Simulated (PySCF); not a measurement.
Bonds (- single, = double, # triple, : aromatic): C1#C2 1.201 Å, C2-C3 1.413 Å, C3-F4 1.364 Å, C3=C5 1.336 Å, C5-C6 1.495 Å, C5-C7 1.495 Å. C1 carries H8; C6 carries H9, H10, H11; C7 carries H12, H13, H14.

Geometry: GFN2-xTB; GIAO absolute shieldings from PySCF 2.14.0 with density-fitted response routines, gas phase, non-relativistic, averaged over equivalent atoms.

At BHandHLYP/pcSseg-1 (154 basis functions, 24 s wall time on 1 thread of an Arm Neoverse N1, shared host):
| atoms | σ (ppm) |
| --- | --- |
| C3 | 39.3 |
| C5 | 48.7 |
| C1 | 92.4 |
| C2 | 110.1 |
| C7 | 164.9 |
| C6 | 168.8 |
| F4 | 317.1 |
| H8 | 28.70 |
| H12/H13/H14 | 29.89 |
| H9/H10/H11 | 29.94 |

Question: Predict the values at PBE0/pcJ-1 on the same geometry.

Answer: 
```tsv
atoms	σ at PBE0/pcJ-1	change
C3	38.8	-0.5
C5	50.2	+1.5
C1	93.7	+1.3
C2	107.0	-3.1
C7	165.0	+0.1
C6	169.2	+0.4
F4	294.5	-22.6
H8	28.64	-0.06
H12/H13/H14	29.84	-0.05
H9/H10/H11	29.90	-0.04
```

The largest change is at F4 (vinylic fluorine). Cost: 259 basis functions, 47 s wall time on 1 thread of an Arm Neoverse N1, shared host. The order of the carbon signals is the same at both levels.
